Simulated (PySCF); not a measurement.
## Two-component Hartree-Fock for B²⁺ (boron, charge +2)

Start: [He] 2s1; 2s1/2 filled at m_j = +1/2. Calculated with PySCF 2.14 in x2c-SVPall-2c with one added diffuse shell of s type (4s2p1d, 15 functions): generalised Hartree-Fock with the X2C-1e Hamiltonian and a Gaussian nucleus; one run each with spin-orbit coupling (SO) switched off, then screened by Boettger's factors. This is a chosen level, not necessarily the ground level.

| spinor shell | electrons | ε, spin-free (eV) | ε, screened SO (eV) | weight of nominal j (screened SO) | rms radius, screened SO (bohr) |
| --- | --- | --- | --- | --- | --- |
| 1s1/2 | 2 | -240.22 | -240.22 | 1.000 | 0.378 |
| 2s1/2 | 1 | -37.328 | -37.328 | 1.000 | 1.81 |

```csv
quantity,spin-free,screened SO
E (hartree),-23.35393,-23.35393
M_J,1/2,1/2
⟨J²⟩,0.750,0.750
⟨L²⟩,0.000,0.000
⟨S²⟩,0.750,0.750
```

Each row is a mean over spinors that exchange with the open shell spreads, by up to 1.610 eV (1s1/2).

Without spin-orbit coupling the j labels of p, d and f shells carry no meaning; the spin-free column gives the mean over the occupied spinors of each nl shell.
